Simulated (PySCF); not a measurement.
**Two-component Hartree-Fock for Ru¹⁴⁺ (ruthenium, charge +14)**

Start: [Ar] 3d10 4s2. Calculated with PySCF 2.14 in an even-tempered Gaussian basis (18 s from 0.66 bohr⁻², ratio 2.8; 13 p from 0.86 bohr⁻², ratio 2.8; 9 d from 1.5 bohr⁻², ratio 2.8; 4 f from 4.4 bohr⁻², ratio 3): generalised Hartree-Fock with the X2C-1e Hamiltonian and a Gaussian nucleus; spin-orbit coupling (SO) screened by Boettger's factors.

```tsv
spinor shell	electrons	ε, screened SO (eV)	weight of nominal j (screened SO)	rms radius, screened SO (bohr)
1s1/2	2	-22559.5	1.000	0.0384
2s1/2	2	-3595.2	1.000	0.157
2p1/2	2	-3337.9	1.000	0.137
2p3/2	4	-3205.0	1.000	0.142
3s1/2	2	-916.34	1.000	0.425
3p1/2	2	-814.22	1.000	0.421
3p3/2	4	-790.38	1.000	0.432
3d3/2	4	-613.59	1.000	0.408
3d5/2	6	-608.99	1.000	0.411
4s1/2	2	-347.88	1.000	0.958
```

```json
{"quantity": "E (hartree)", "screened SO": "-4460.43729"}
{"quantity": "M_J", "screened SO": "0"}
{"quantity": "⟨J²⟩", "screened SO": "0.000"}
{"quantity": "⟨L²⟩", "screened SO": "0.007"}
{"quantity": "⟨S²⟩", "screened SO": "0.007"}
```

Breit and QED terms are absent; they matter most for the inner s and p1/2 levels.

Densities and radii are taken from the X2C orbitals without a picture-change correction, which distorts them close to the nucleus.
